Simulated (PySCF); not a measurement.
A geometry optimisation, step by step.

Compound: C6H7Cl.
SMILES with atom numbers: `[CH2:1]=[CH:2]/[CH:3]=[C:4](\[Cl:5])[CH:6]=[CH2:7]` (hydrogens: H8, H9 on C1; H10 on C2; H11 on C3; H12 on C6; H13, H14 on C7)

Method: LC-wPBE/def2-SV(P) geometry optimisation, gas phase (PySCF); density fitting, grid level 1; the optimiser is geomeTRIC in internal coordinates, started from a GFN2-xTB structure. The frame can shift and turn from step to step; on so coarse a grid that alone can change the energy by a few meV, and forces under 0.02 eV/Å are noise.

Step 0: E = -18840.1604 eV, largest atomic force 0.863 eV/Å
```
atom  x, y, z in Å  |  force x, y, z in eV/Å
C1     -3.036    0.267    0.091    0.355  -0.058  -0.187
C2     -1.877    0.086   -0.542   -0.519   0.051   0.022
C3     -0.608    0.086    0.130    0.812  -0.112  -0.267
C4      0.598   -0.090   -0.445   -0.807   0.024  -0.305
Cl5     0.721   -0.346   -2.155   -0.014   0.005   0.022
C6      1.837   -0.077    0.297    0.469  -0.053  -0.069
C7      3.053   -0.244   -0.216   -0.323   0.054   0.175
H8     -3.078    0.424    1.156    0.006   0.102   0.701
H9     -3.976    0.263   -0.432   -0.591  -0.013  -0.402
H10    -1.863   -0.070   -1.612   -0.033  -0.071  -0.493
H11    -0.629    0.242    1.201    0.104   0.065   0.489
H12     1.715    0.085    1.360   -0.022   0.074   0.492
H13     3.930   -0.221    0.407    0.541   0.029   0.494
H14     3.211   -0.407   -1.268    0.022  -0.099  -0.673
```

Step 1: E = -18840.2174 eV, largest atomic force 0.205 eV/Å
```
atom  x, y, z in Å  |  force x, y, z in eV/Å
C1     -3.017    0.304    0.186   -0.183   0.029   0.085
C2     -1.865    0.126   -0.460    0.156  -0.029  -0.095
C3     -0.564    0.124    0.202   -0.176   0.034   0.099
C4      0.631   -0.042   -0.379    0.198  -0.017   0.021
Cl5     0.764   -0.289   -2.085   -0.008  -0.005  -0.041
C6      1.889   -0.027    0.380   -0.163   0.025   0.067
C7      3.111   -0.187   -0.119    0.169  -0.026  -0.078
H8     -3.052    0.463    1.272    0.011  -0.011  -0.060
H9     -3.975    0.300   -0.347    0.063  -0.001   0.035
H10    -1.862   -0.030   -1.544   -0.017   0.008   0.043
H11    -0.563    0.277    1.289    0.013  -0.012  -0.059
H12     1.757    0.135    1.457    0.004  -0.008  -0.043
H13     3.993   -0.160    0.532   -0.060   0.001  -0.031
H14     3.276   -0.352   -1.190   -0.006   0.011   0.059
```

Step 2: E = -18840.2180 eV, largest atomic force 0.043 eV/Å
```
atom  x, y, z in Å  |  force x, y, z in eV/Å
C1     -3.016    0.306    0.194   -0.003  -0.001  -0.005
C2     -1.869    0.125   -0.465    0.042  -0.004   0.002
C3     -0.566    0.123    0.191    0.002   0.005   0.022
C4      0.634   -0.044   -0.387    0.001  -0.002  -0.008
Cl5     0.769   -0.292   -2.093    0.001  -0.001  -0.005
C6      1.887   -0.028    0.377   -0.037   0.001  -0.009
C7      3.115   -0.186   -0.115   -0.009   0.004   0.008
H8     -3.035    0.463    1.279   -0.004   0.000   0.000
H9     -3.979    0.303   -0.327    0.003  -0.001  -0.003
H10    -1.876   -0.029   -1.549   -0.006   0.001  -0.001
H11    -0.563    0.274    1.276    0.003   0.000   0.006
H12     1.749    0.134    1.451    0.006  -0.002   0.002
H13     3.986   -0.156    0.546    0.008  -0.001  -0.008
H14     3.290   -0.350   -1.183   -0.007   0.000   0.000
```

Step 3: E = -18840.2179 eV, largest atomic force 0.101 eV/Å
```
atom  x, y, z in Å  |  force x, y, z in eV/Å
C1     -3.018    0.304    0.185    0.075  -0.011  -0.024
C2     -1.861    0.126   -0.458   -0.078   0.016   0.062
C3     -0.565    0.125    0.209    0.035  -0.016  -0.091
C4      0.633   -0.043   -0.375   -0.057   0.011   0.039
Cl5     0.757   -0.291   -2.082    0.014   0.001   0.013
C6      1.889   -0.027    0.382    0.055  -0.016  -0.074
C7      3.111   -0.187   -0.125   -0.045   0.013   0.053
H8     -3.053    0.462    1.269   -0.003   0.004   0.026
H9     -3.972    0.299   -0.349   -0.024  -0.001  -0.018
H10    -1.857   -0.030   -1.541    0.001  -0.002  -0.012
H11    -0.563    0.277    1.294    0.002   0.003   0.017
H12     1.761    0.133    1.458    0.002   0.001   0.014
H13     3.991   -0.159    0.523    0.025   0.001   0.016
H14     3.271   -0.348   -1.195   -0.001  -0.004  -0.022
```

Step 4: E = -18840.2183 eV, largest atomic force 0.020 eV/Å
```
atom  x, y, z in Å  |  force x, y, z in eV/Å
C1     -3.018    0.305    0.191    0.007   0.000   0.005
C2     -1.865    0.126   -0.458    0.002  -0.002  -0.013
C3     -0.565    0.124    0.200   -0.013   0.002   0.000
C4      0.633   -0.044   -0.382    0.008  -0.001  -0.001
Cl5     0.765   -0.292   -2.089   -0.013   0.001   0.004
C6      1.888   -0.028    0.377    0.012   0.001   0.016
C7      3.113   -0.186   -0.120   -0.005  -0.001  -0.016
H8     -3.050    0.463    1.275    0.006   0.000   0.003
H9     -3.975    0.300   -0.339   -0.002   0.000  -0.002
H10    -1.868   -0.029   -1.541   -0.001  -0.001  -0.005
H11    -0.560    0.275    1.285    0.002   0.000   0.002
H12     1.755    0.133    1.453    0.000   0.000   0.003
H13     3.991   -0.157    0.533   -0.007   0.002   0.009
H14     3.280   -0.348   -1.189    0.002  -0.001  -0.005
```

**Question.** Summarise the path.

**Answer.** The energy falls by 0.0578 eV from step 0 to step 4; nine tenths of that is first reached at step 1. It never rises by more than 0.2 meV. The largest force goes from 0.863 to 0.020 eV/Å. Among the bonds C4–C6 changes most (a near tie, within 0.001 Å, with another), from 1.445 to 1.467 Å; the atoms move by 0.029 Å rms after alignment.

The cost below is that of the whole optimisation. Hardware: Arm Neoverse V1, one thread, shared host. Cost: 50 s, 0.58 GiB resident at most.
